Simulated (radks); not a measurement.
Spin polarisation of the 4p3 shell in Se+. Start: [Ar] 3d10 4s2 4p(up 1.5, down 1.5); electrons of 4p are moved from spin down to spin up, other shells keep equal spins. All-electron calculation, non-relativistic Kohn-Sham, r2SCAN, spin-polarised, spherical densities, point nucleus; meta-GGA in the generalised Kohn-Sham scheme. Program: a radial shooting solver on a logarithmic mesh with Libxc functionals.

moment (Bohr magnetons)  E - E(0) (eV)  e(4p up) (eV)  e(4p down) (eV)  4s down minus up (eV)  3d down minus up (eV)  3p down minus up (eV)
0                                0.000        -15.646          -15.646                  0.000                 0.000                  0.000
0.75                            -0.163        -16.048          -15.175                  0.909                  0.098                  0.067
1.5                             -0.657        -16.390          -14.621                  1.832                  0.196                  0.134
2.25                            -1.499        -16.682          -13.948                  2.785                  0.296                  0.201
3                               -2.732        -16.927          -13.052                  3.798                  0.396                  0.268

At moment 3 the spin-polarisation energy is -2.732 eV and the 4p exchange splitting 3.875 eV, that is 1.292 eV per Bohr magneton; E = -I m^2/4 would give I = 1.214 eV.
